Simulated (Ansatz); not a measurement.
Energy needed to pull apart SiH2SeO (SMILES O[SiH]=[Se]), closed shell, into free ground-state atoms, from the structure below (displaced at random from a GFN2-xTB minimum); no zero-point or spin–orbit terms; open-shell atoms are treated unrestricted, in their ground-state multiplicity.

```xyz
5
angstrom
O -0.3499 0.8236 -0.6972
Si 0.2240 -0.2883 0.2918
Se 2.2267 -0.1493 0.9701
H -1.2557 0.8590 -1.1327
H -0.7955 -1.2150 0.6118
```

Computed with Ansatz 0.2.0 (basis: def2-TZVPP); correlated methods freeze the cores. Filled d shells of the heavier atoms are correlated. The def2 sets are not built for correlating such inner shells, so the correlated values are less sure here.

| method | atomization energy (eV) |
| --- | --- |
| PBE-D4 | 17.24 |
| revPBE-D4 | 16.72 |
| r2SCAN-D4 | 17.07 |
| B97M-V | 16.99 |
| PBE0-D4 | ? |
| wB97M-V | 16.90 |
| HF | ? |
| MP2 | 16.92 |
| CCSD | 16.01 |
| CCSD(T) | 16.41 |

Problem. What does HF give? (To be estimated.)

Solution. Computed: 11.30 eV, which is about 5.11 eV less than CCSD(T)/def2-TZVPP.

Problem. What does PBE0-D4 give? (To be estimated.)

Solution. By the calculation: 16.73 eV, which is about 0.32 eV more than CCSD(T)/def2-TZVPP.

In triple zeta the MP2 and coupled-cluster atomization energies are still short of their basis limit by a few kcal/mol a bond, whereas those of the functionals are nearly converged, so these differences are not deviations from converged CCSD(T).

No T1 diagnostic of these runs exceeds 0.015.

For scale, one of the runs: CCSD(T)/def2-TZVPP forces, 149 basis functions (an equivalent command: `ansatz run in.yaml --threads 4`). Hardware: 4 CPU threads, shared host. Wall time 70 s; peak host memory 1.6 GiB.
